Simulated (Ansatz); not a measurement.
Ideal-gas functions of CH3SSbSe, SMILES `[Se]=C[S][SbH2]` at 500 K and 1 bar, from an Ansatz frequency run at PBE0-D4/def2-TZVP.

Molar mass 247.82 g/mol, point group Cs (symmetry number 1), electronic degeneracy 1, moments of inertia 40.957, 1263.894, 1298.861 u Å². Harmonic wavenumbers (cm⁻¹, unscaled): 77, 100, 103, 190, 363, 585, 609, 761, 778, 846, 945, 1233, 1959, 1964, 3138.

Use S(trans) = R[1.5 ln M + 2.5 ln T − 1.1517]; rotational temperatures θ = 24.2544 K / I; S(rot) = R[ln(√π/σ · √(T³/θAθBθC)) + 1.5]; for each mode x = 1.438777 ν̃/T, S = R[x/(eˣ − 1) − ln(1 − e⁻ˣ)] and H = RT x/(eˣ − 1); 1 cm⁻¹ = 0.0119627 kJ/mol; R = 8.31446 J/(mol·K).

Task: By hand: the entropy, in J/(mol·K).

Result: Translation 188.4. Rotation: θ = 0.5922, 0.0192, 0.0187 K, giving 129.9. Vibration, mode by mode: 20.86, 18.70, 18.46, 13.44, 8.32, 4.90, 4.64, 3.28, 3.16, 2.71, 2.16, 1.12, 0.20, 0.19, 0.01, in all 102.1. Electronic 0.0. Sum 420.4 J/(mol·K).

Task: By hand: H − E and G − E in kJ/mol, counted from the electronic energy.

Result: Zero-point energy ½ × 13651 × 0.0119627 = 81.7; thermal vibration 24.1; translation, rotation and pV give 4 RT = 16.6. H − E = 122.4 kJ/mol, and G − E = 122.4 − 500 × 420.4/1000 = -87.8 kJ/mol.

Vibration gives 24 % of the entropy, 58.0 J/(mol·K) of it from the modes under 150 cm⁻¹: soft modes count most, and the harmonic formula is weakest for them. The sum counts one conformer and one mirror image; others add a mixing term.
